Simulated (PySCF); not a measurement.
A structure optimised at B3LYP-D3(BJ)/def2-SVP, used in a PySCF frequency run:

```xyz
6

Nb     0.0239    -0.2751     0.0000
N      1.5639    -1.0755     0.0000
H      2.4640    -1.5507     0.0000
F     -1.2969    -1.5973     0.0000
Cl    -0.0800     1.0215    -1.9089
Cl    -0.0800     1.0215     1.9089
```
Charge 0, spin multiplicity 1.

Write its SMILES, formula and point group.

[NH]=[Nb]([F])([Cl])[Cl], Cl2FHNNb, Cs

What are its rotational constants (standard atomic weights)?

2.2880, 1.5281, 1.2421 GHz
